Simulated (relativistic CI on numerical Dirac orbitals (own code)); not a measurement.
Ions with 36 electrons, Ba XXI to Re XL

Calculated at this level of theory: Dirac-Coulomb-Breit CI, separate exchange-only KLI orbitals for each configuration, a model potential for QED, unscaled Slater integrals (own radial code, finite nucleus).

Configurations in the expansion (outside the closed core [Ar] 3d10): 4s2 4p6, 4s2 4p5 4d, 4s 4p6 4d, 4s2 4p5 4f, 4s 4p6 4f, 4p6 4d2, 4p5 4d3, 4p5 4d2 4f. Double excitations out of closed p, d and f shells are left out; levels of such configurations are missing from the list, as are those of other unlisted configurations, and high levels can miss mixing partners.

Energies above each ion's lowest level, in eV. Levels are followed by their leading LS label, which can pass from one level to another where the coupling changes.

| Ion | 4s2 4p6 1S_0 | 4s2 4p5 4d 3P°_0 | 4s2 4p5 4d 3P°_1 | 4s2 4p5 4d 3F°_3 | 4s2 4p5 4d 3D°_2 | 4s2 4p5 4d 3F°_4 | 4s2 4p5 4d 1D°_2 |
| --- | --- | --- | --- | --- | --- | --- | --- |
| Ba XXI | 0 | 86.236 | 88.11 | 90.874 | 91.393 | 92.322 | 94.069 |
| La XXII | 0 | 89.671 | 91.677 | 94.487 | 95.091 | 96.289 | 98.062 |
| Ce XXIII | 0 | 93.105 | 95.245 | 98.097 | 98.779 | 100.29 | 102.1 |
| Pr XXIV | 0 | 96.539 | 98.816 | 101.71 | 102.46 | 104.34 | 106.18 |
| Nd XXV | 0 | 99.973 | 102.39 | 105.31 | 106.13 | 108.42 | 110.3 |
| Pm XXVI | 0 | 103.41 | 105.97 | 108.92 | 109.8 | 112.55 | 114.47 |
| Sm XXVII | 0 | 106.85 | 109.55 | 112.53 | 113.47 | 116.73 | 118.7 |
| Eu XXVIII | 0 | 110.29 | 113.14 | 116.14 | 117.13 | 120.96 | 122.97 |
| Gd XXIX | 0 | 113.73 | 116.74 | 119.75 | 120.8 | 125.24 | 127.31 |
| Tb XXX | 0 | 117.18 | 120.34 | 123.37 | 124.46 | 129.59 | 131.7 |
| Dy XXXI | 0 | 120.64 | 123.95 | 126.99 | 128.13 | 133.99 | 136.15 |
| Ho XXXII | 0 | 124.1 | 127.56 | 130.62 | 131.8 | 138.45 | 140.67 |
| Er XXXIII | 0 | 127.57 | 131.19 | 134.25 | 135.47 | 142.98 | 145.25 |
| Tm XXXIV | 0 | 131.04 | 134.82 | 137.88 | 139.15 | 147.58 | 149.9 |
| Yb XXXV | 0 | 134.52 | 138.46 | 141.53 | 142.83 | 152.25 | 154.63 |
| Lu XXXVI | 0 | 138.01 | 142.12 | 145.18 | 146.52 | 157 | 159.43 |
| Hf XXXVII | 0 | 141.5 | 145.78 | 148.83 | 150.21 | 161.82 | 164.31 |
| Ta XXXVIII | 0 | 145.01 | 149.45 | 152.5 | 153.92 | 166.73 | 169.27 |
| W XXXIX | 0 | 148.52 | 153.13 | 156.17 | 157.63 | 171.73 | 174.32 |
| Re XL | 0 | 152.04 | 156.83 | 159.85 | 161.34 | 176.81 | 179.46 |

The lowest level keeps the configuration 4s2 4p6 and J = 0 throughout.

Between Z = 72 and 75 the energy of 4s2 4p5 4d 3P°_0 follows a local power law Z^1.8. For orientation: electrostatic splittings inside a shell grow about linearly with the screened charge, excitations that change n as its square, and fine structure as its fourth power; written in Z itself the exponents are larger, since the screened charge grows faster in proportion.
